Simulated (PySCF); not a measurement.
B(F)(NH2)(NMe2) (C2H8BFN2), SMILES CN(B(F)N)C.

The structure is a stationary point at B3LYP-D3(BJ)/def2-SVP. Other conformers were not sampled.

Level of theory: B3LYP-D3(BJ)/def2-SVP run with PySCF.

Frequencies are harmonic and unscaled.

| mode | ν (cm⁻¹) | IR (km/mol) | Raman (Å⁴/amu) | depolarisation | moving atoms (share of kinetic energy) |
|---|---|---|---|---|---|
| 1 | 65 | 4.1 | 0.2 | 0.74 | H 48 %, N 20 %, C 19 %, F 13 % |
| 2 | 121 | 0.1 | 0.2 | 0.63 | H 59 %, N 16 %, F 14 %, C 12 % |
| 3 | 182 | 0.4 | 0.5 | 0.75 | H 78 %, N 15 % |
| 4 | 239 | 11.7 | 0.1 | 0.73 | H 54 %, N 32 %, C 9 % |
| 5 | 259 | 12.0 | 0.1 | 0.74 | H 37 %, C 23 %, N 22 %, F 15 % |
| 6 | 276 | 166.6 | 0.6 | 0.75 | H 74 %, N 17 % |
| 7 | 364 | 3.7 | 1.2 | 0.48 | C 32 %, H 31 %, F 21 %, N 15 % |
| 8 | 422 | 2.3 | 0.1 | 0.67 | H 36 %, C 21 %, F 19 %, N 16 %, B 8 % |
| 9 | 451 | 2.1 | 1.7 | 0.67 | H 93 % |
| 10 | 490 | 3.8 | 0.9 | 0.75 | N 29 %, F 25 %, C 24 %, H 15 % |
| 11 | 639 | 31.2 | 0.7 | 0.72 | B 80 %, N 12 % |
| 12 | 715 | 3.8 | 8.9 | 0.12 | C 34 %, N 27 %, H 22 %, F 13 % |
| 13 | 868 | 2.7 | 1.2 | 0.12 | H 55 %, N 23 %, F 20 % |
| 14 | 1027 | 14.0 | 5.6 | 0.61 | H 41 %, C 31 %, N 23 % |
| 15 | 1089 | 5.1 | 5.2 | 0.75 | H 74 %, C 24 % |
| 16 | 1118 | 0.6 | 2.9 | 0.73 | H 80 %, C 20 % |
| 17 | 1173 | 3.3 | 0.8 | 0.64 | H 69 %, C 20 %, N 11 % |
| 18 | 1230 | 120.5 | 0.1 | 0.59 | H 37 %, B 29 %, C 15 %, N 13 % |
| 19 | 1256 | 11.7 | 0.7 | 0.58 | N 56 %, C 27 %, H 10 % |
| 20 | 1378 | 163.5 | 4.2 | 0.42 | B 54 %, H 27 %, N 12 % |
| 21 | 1439 | 29.4 | 9.7 | 0.74 | H 80 %, C 13 % |
| 22 | 1450 | 130.6 | 11.8 | 0.25 | H 62 %, C 19 %, N 10 %, B 8 % |
| 23 | 1456 | 3.9 | 27.0 | 0.75 | H 95 % |
| 24 | 1469 | 11.6 | 7.4 | 0.75 | H 97 % |
| 25 | 1473 | 44.7 | 24.1 | 0.71 | H 86 % |
| 26 | 1482 | 9.4 | 8.0 | 0.75 | H 95 % |
| 27 | 1553 | 128.5 | 7.8 | 0.74 | H 59 %, N 24 %, B 16 % |
| 28 | 1602 | 423.8 | 5.4 | 0.65 | H 52 %, N 27 %, B 21 % |
| 29 | 2969 | 54.9 | 23.6 | 0.71 | H 96 % |
| 30 | 2978 | 111.2 | 302.5 | 0.03 | H 96 % |
| 31 | 3018 | 104.2 | 194.9 | 0.70 | H 91 %, C 9 % |
| 32 | 3025 | 4.6 | 33.9 | 0.63 | H 91 %, C 9 % |
| 33 | 3123 | 27.8 | 57.1 | 0.57 | H 91 %, C 9 % |
| 34 | 3153 | 6.4 | 60.5 | 0.56 | H 91 %, C 9 % |
| 35 | 3628 | 45.6 | 112.1 | 0.14 | H 96 % |
| 36 | 3732 | 27.3 | 50.7 | 0.75 | H 91 %, N 9 % |
